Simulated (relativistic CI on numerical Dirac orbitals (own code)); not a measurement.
**Cd³⁺: 4s photoemission**

Computed with this model: Dirac-Coulomb-Breit CI, separate exchange-only KLI orbitals for each configuration, QED by a radiative potential, valence Slater integrals scaled by 0.8, multiplet model of photoemission in the sudden approximation; configurations [Kr] 4d9 → [Ar] 3d10 4s 4p6 4d9; 80 K; Lorentzian 2.8 eV and Gaussian 0.6 eV FWHM. Energies are those of the free ion, without screening or charge transfer. The energies are binding energies and can lie tens of eV above those of solids. Without intra-shell correlation the exchange splitting of an s hole comes out too large, often by half or more. S is read from ⟨S²⟩ = S(S + 1).

free ion: ground-state S = 0.50, centroid 160.78 eV. Peaks (eV, height): 160.0 (100), 163.6 (38).

Strongest unbroadened transitions for free ion:

```json
{"Energy (eV)": "159.88", "Relative strength": "100.0"}
{"Energy (eV)": "160.29", "Relative strength": "36.3"}
{"Energy (eV)": "163.82", "Relative strength": "35.2"}
```
